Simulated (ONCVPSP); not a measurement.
**What one change does to a pseudopotential (V (Z = 23), ONCV)**

* Element: V (Z = 23)
* Generator: ONCVPSP 4.0.1
* Type: optimised norm-conserving Vanderbilt (ONCV)
* Functional: PBE
* Relativity: scalar-relativistic
* Frozen core: [Ne]
* Valence charge: 13
* Reference configuration: 3s2 3p6 3d3 4s2
* Partial waves: 3s+4s: rc 1.85 bohr, ncon 3, nbas 7, qcut 7 1/bohr, 2 projectors; 3p: rc 1.55 bohr, ncon 4, nbas 9, qcut 9.7 1/bohr, 2 projectors, debl 1.1 Ha; 3d: rc 2.25 bohr, ncon 4, nbas 9, qcut 6.1 1/bohr, 2 projectors, debl 0.8 Ha
* Local potential: polynomial inside 1.05 bohr (lpopt 5, dvloc0 0 Ha)
* Core correction: none

In the p channel the program set the typed energies aside and used -1.618, 0.250 Ha.

All-electron outer shells of the reference configuration (PBE, scalar-relativistic, ld1.x):

| shell | level (eV) | outermost node (bohr) | outermost maximum (bohr) |
| --- | --- | --- | --- |
| 2p | -503.16 | – | 0.21 |
| 3s | -70.24 | 0.38 | 0.82 |
| 3p | -44.04 | 0.35 | 0.84 |
| 3d | -5.16 | – | 0.90 |
| 4s | -4.70 | 1.17 | 2.76 |

Change: all radii scaled by about 0.83 (s 1.54, p 1.28, d 1.88 bohr); local potential polynomial inside 0.88 bohr (lpopt 5, dvloc0 0 Ha).

Cutoffs: the cutoffs (Ha) at which the residual kinetic energy of the hardest occupied pseudo-wave falls to 1 and 0.1 mHa per electron; they do not see the model core or the augmentation charge, which bear on the density cutoff. Errors are all-electron minus pseudo energies relative to the spin-unpolarised reference configuration.

How do hardness, ghosts and transferability respond?

The potential gets harder (24 Ha and 30 Ha → 30 Ha and 85 Ha); of the 4 tests that both files solve, the error grows in 1 and shrinks in 3 by more than 15 % and 0.3 meV (median size 107.9 → 61.7 meV); neither file shows a bound ghost. A smaller radius makes the pseudo-wave follow the all-electron one further in, where it bends more sharply, so more plane waves are needed.

| quantity | base | changed |
| --- | --- | --- |
| cutoff, loose | 24 Ha | 30 Ha |
| cutoff, tight | 30 Ha | 85 Ha |
| loose cutoff by channel | s 8.7 Ha, p 24 Ha, d 16 Ha | s 16 Ha, p 22 Ha, d 30 Ha |
| bound ghosts | none | none |
| GHOST(+) flags under 300 eV | none | none |
| error for 3s2 3p6 3d3 4s1, meV [ΔE 7.74 eV] | 0.0 | +0.9 |
| error for 3s2 3p6 3d3 4s0, meV [ΔE 22.03 eV] | -9.7 | +2.3 |
| error for 3s2 3p6 3d2 4s0, meV [ΔE 50.93 eV] | +206 | +121 |
| error for 3s2 3p5 3d3 4s2, meV [ΔE 50.95 eV] | -291 | -199 |
